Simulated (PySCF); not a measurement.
Gas-phase XPS of trichlorogallium, computed

Trichlorogallium, GaCl3.
Bonds: Cl1–Ga2, Ga2–Cl3, Ga2–Cl4.

Computed, not measured: delta-SCF UKS SCAN, pcX-2 on the ionised atom, pcseg-1 elsewhere, spin-free X2C in PySCF. Binding energies are ΔSCF values: E(core-ionised, relaxed orbitals) − E(ground state) at a fixed geometry, referred to the vacuum level.

Task: List the computed XPS lines with their assignment.

Result: 
```tsv
atom(s)	bonded to	level	binding energy (eV)	2p1/2 (eV)	count
Cl1/Cl3/Cl4	Ga	Cl 1s	2829.02	–	3
Cl1/Cl3/Cl4	Ga	Cl 2p3/2	206.42	208.07	3
```

Task: Which photon energy gives electrons from Cl 2p3/2 of Cl1/Cl3/Cl4 a kinetic energy of 150 eV, and what is their de Broglie wavelength?

Result: hν = 206.42 + 150 = 356.42 eV, recoil neglected; λ = 12.264 Å/√(E/eV) = 1.00 Å.

Task: Express the binding energy of Cl 2p3/2 of Cl1/Cl3/Cl4 in atomic units and per mole.

Result: 206.42 eV = 7.5858 Eh = 19917 kJ/mol.

The first atom of each set that the bonding makes equivalent was ionised and stands for the set. For 2p shells one spin-free hole was relaxed; a mean-field spin–orbit operator and the ground-state splitting of the three 2p orbitals were then diagonalised within the shell. The shell's mean is (2 × 2p3/2 + 2p1/2)/3, and the degeneracies 2j + 1 give areas of 2:1. 2p1/2 minus 2p3/2 (ligand field included): Cl 1.65 eV. No level of gallium is listed. Isolated species at its PBE0-D3(BJ)/def2-SVP geometry, gas phase.
